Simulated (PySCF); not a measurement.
B(F)(Br)(NH2) (BBrFH2N), SMILES FB(Br)N.

Geometry: PBE0-D3(BJ)/def2-SVP. Other conformers were not sampled.

The numbers are results of TDA-CAM-B3LYP/def2-SVPD in PySCF, not measurements.

Vertical excitations.  State labels are in the subgroup Cs.

**Question.** Give excitation energies, oscillator strengths and character. (An estimate is asked for; the answer gives what the named calculation found.)

**Answer.** 
| state | symmetry | energy (eV) | λ (nm) | f | main pairs |
|---|---|---|---|---|---|
| S1 | A" | 7.26 | 171 | 0.001 | HOMO→LUMO 89 % |
| S2 | A' | 7.56 | 164 | 0.061 | HOMO−1→LUMO 84 % |
| S3 | A" | 7.61 | 163 | 0.000 | HOMO−1→LUMO+2 97 % |
| S4 | A' | 7.98 | 155 | 0.213 | HOMO→LUMO+2 90 % |
| S5 | A" | 8.00 | 155 | 0.053 | HOMO→LUMO+1 63 %, HOMO−2→LUMO 21 % |
| S6 | A' | 8.32 | 149 | 0.010 | HOMO−1→LUMO+1 62 %, HOMO−1→LUMO+5 20 % |
| S7 | A" | 8.38 | 148 | 0.083 | HOMO→LUMO+5 40 %, HOMO−2→LUMO 36 %, HOMO→LUMO+3 11 % |
| S8 | A" | 8.90 | 139 | 0.005 | HOMO→LUMO+3 68 % |
| S9 | A" | 9.02 | 137 | 0.000 | HOMO→LUMO+5 39 %, HOMO−2→LUMO 25 %, HOMO→LUMO+1 18 % |
| S10 | A' | 9.05 | 137 | 0.000 | HOMO−1→LUMO+3 49 %, HOMO→LUMO+4 35 %, HOMO−1→LUMO+5 9 % |
| T1 | A' | 6.81 | 182 | 0 | HOMO→LUMO+2 80 %, HOMO−2→LUMO+2 13 % |
| T2 | A" | 7.01 | 177 | 0 | HOMO→LUMO 82 % |
| T3 | A' | 7.29 | 170 | 0 | HOMO−1→LUMO 67 %, HOMO−1→LUMO+1 20 % |
| T4 | A" | 7.47 | 166 | 0 | HOMO−1→LUMO+2 96 % |
Triplets are in the Tamm–Dancoff approximation.
